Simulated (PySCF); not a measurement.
# How methods differ on the ionisation energy of Sn²⁺

Sn²⁺ [Kr] 4d10 5s2 (1S) → Sn³⁺ [Kr] 4d10 5s1 (2S), as a difference of total energies. All numbers are calculated (PySCF 2.14, scalar relativity by spin-free X2C-1e, in x2c-TZVPPall with one added diffuse shell each of s, p, d, f type (9s7p5d3f, 76 functions)). Correlated levels: valence: [Kr] 4d10 frozen. The calculations carry no spin-orbit coupling.

Problem. Order these methods by the ionisation energy they give, lowest first.
A. MP2 (valence)
B. SCS-MP2 (valence)
C. CCSD (valence)
D. UHF

Solution. D (28.542 eV), A (29.212 eV), B (29.346 eV), C (29.467 eV).

Errors of the correlated levels include the incompleteness of this basis and the frozen core.

With two correlated electrons CCSD is exact in that space.

For comparison: 30.506 eV (measured; NIST Atomic Spectra Database, ionization energies).
